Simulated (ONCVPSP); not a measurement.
**Varying the ONCV potential for rhodium**

Base potential:

- Element: Rh
- Generator: ONCVPSP 4.0.1
- Type: optimised norm-conserving Vanderbilt (ONCV)
- Functional: PBEsol
- Relativity: scalar-relativistic
- Frozen core: [Ar] 3d10
- Valence charge: 17
- Reference configuration: 4s2 4p6 4d8 (charge +1)
- Partial waves: 4s: rc 0.95 bohr, ncon 4, nbas 7, qcut 6.4 1/bohr, 2 projectors, debl 1.2 Ha; 4p: rc 1.35 bohr, ncon 3, nbas 7, qcut 8 1/bohr, 2 projectors, debl 1.4 Ha; 4d: rc 2.20 bohr, ncon 4, nbas 9, qcut 8 1/bohr, 2 projectors, debl 2.2 Ha; f scattering state at 0.23 Ha: rc 1.85 bohr, ncon 4, nbas 7, qcut 6.7 1/bohr, 2 projectors, debl 3.1 Ha
- Local potential: polynomial inside 0.95 bohr (lpopt 5, dvloc0 4 Ha)
- Core correction: Teter function, fcfact 2.75, rcfact 1.75

In the s channel the program set the typed energies aside and used -3.311, 0.250 Ha. In the p channel the program set the typed energies aside and used -2.135, 0.250 Ha.

Cutoffs, loose and tight: the cutoffs (Ha) at which the residual kinetic energy of the hardest occupied pseudo-wave falls to 1 and 0.1 mHa per electron. They do not see the model core or the augmentation charge, which bear on the density cutoff. Test errors are all-electron minus pseudo excitation energies from the reference, over the configurations 4s2 4p6 4d8 5s1; 4s2 4p6 4d7; 4s2 4p6 4d6; 4s2 4p6 4d8.5 5s0.5. A dash means not determined; rows that change the core or the reference have their own tests.

A true bound ghost makes a file unfit for plane-wave use even where its test errors are small: the radial tests pick states by their node count and pass the ghost by.

```tsv
change	outcome	cutoff, loose	cutoff, tight	bound ghosts	GHOST(+) flags above zero	largest test error (meV)
base	generated, projector energies reset by the program	114 Ha	136 Ha	none	s	+43
core correction Teter function, fcfact 2.75, rcfact 2.04	generated, projector energies reset by the program	114 Ha	136 Ha	none	s	+23
all radii but the core radius scaled by about 0.83 (s 0.78, p 1.12, d 1.82, f 1.52 bohr); local potential polynomial inside 0.78 bohr (lpopt 5, dvloc0 4 Ha)	generated, projector energies reset by the program	204 Ha	297 Ha	s	none	+7.4
d: rc 3.16	generated, projector energies reset by the program	114 Ha	136 Ha	none	s, d	+270
d: debl 1.65	generated, projector energies reset by the program	114 Ha	136 Ha	none	s	+44
s: nbas 8	generated, projector energies reset by the program	166 Ha	197 Ha	none	s	+43
reference 4s2 4p6 4d8 5s1; wave 4s: rc 0.95 bohr, ncon 4, nbas 7, qcut 6.4 1/bohr, 2 projectors, debl 1.2 Ha becomes 4s+5s: rc 0.95 bohr, ncon 4, nbas 7, qcut 6.4 1/bohr, 2 projectors	generated, projector energies reset by the program	114 Ha	167 Ha	none	s	+130
s: qcut 6.7; p: qcut 8.4; d: qcut 8.4; f: qcut 7	generated, projector energies reset by the program	107 Ha	132 Ha	none	s	+33
core correction Teter function, fcfact 3.2, rcfact 1.75	generated, projector energies reset by the program	114 Ha	136 Ha	none	s	+43
core correction Teter function, fcfact 3.75, rcfact 1.8	generated, projector energies reset by the program	114 Ha	136 Ha	none	s	+40
f: rc 2.64	generated, projector energies reset by the program	114 Ha	136 Ha	none	s	+43
f: qcut 7.7	generated, projector energies reset by the program	114 Ha	136 Ha	none	s	+43
```
